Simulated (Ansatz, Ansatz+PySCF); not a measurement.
| atom | x (Å) | y (Å) | z (Å) |
| --- | --- | --- | --- |
| Si | 1.7857 | 0.0000 | 1.2504 |
| P | 0.0000 | 0.0000 | 0.0000 |
| B | -1.5646 | 0.0000 | 1.0955 |

Basis set: STO-3G (spherical functions). Frozen core: 11 orbitals. Correlation on ROHF uses semicanonical orbitals with singles. Charge 0, multiplicity 3.

Computed with Ansatz (development build ahead of 0.2.0); the reference of a correlated method needn't be the lowest determinant of its kind.

(1) Give the atomization energy at this shape (free ground-state atoms in the same class of orbitals less the molecule, no zero-point energy) of triplet BSiP by UHF-CCSD(T), ROHF-CCSD(T).

Results:

(1)

| method | atomization energy |
| --- | --- |
| UHF-CCSD(T) | 6.45 eV |
| ROHF-CCSD(T) | 6.17 eV |

Caution: large amplitudes, a single reference is doubtful; the reference determinant was not shown to be the lowest. Caution for UHF-CCSD(T): a plain start can end on a higher determinant; the unrestricted determinant is spin contaminated. Caution for ROHF-CCSD(T): an unrestricted determinant lies well below; another reference gives a lower total.

This basis has no polarisation functions and is too small for such energies, which can lie far from measured ones in either direction.
